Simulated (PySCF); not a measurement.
PySCF input:

```python
from pyscf import gto, scf, dft

mol = gto.M(
    atom='''
    Ge   -0.00000000   -0.00000000   -0.00000000
    H     0.01334437   -0.02292427    1.72509255
    H    -0.01334437    0.02292427   -1.72509255
    H     1.59004196    0.02108846   -0.01201945
    H    -0.81314366    1.36639026    0.02444761
    H    -0.77689830   -1.38747872   -0.01242816
    ''',
    basis='def2-tzvpd',
    charge=-1,
    spin=0,
    verbose=4,
)

mf = dft.RKS(mol, xc='m062x').density_fit(auxbasis='def2-universal-jkfit')
mf.grids.level = 4
mf.conv_tol = 1e-9
mf.max_cycle = 100
mf.max_memory = 1500
mf.kernel()
if not mf.converged:
    mf = mf.newton()
    mf.kernel(mf.make_rdm1())
mf.analyze()
```

Q: Which total energy does the run end on?

A: -2079.92530 Eh (M06-2X/def2-TZVPD).
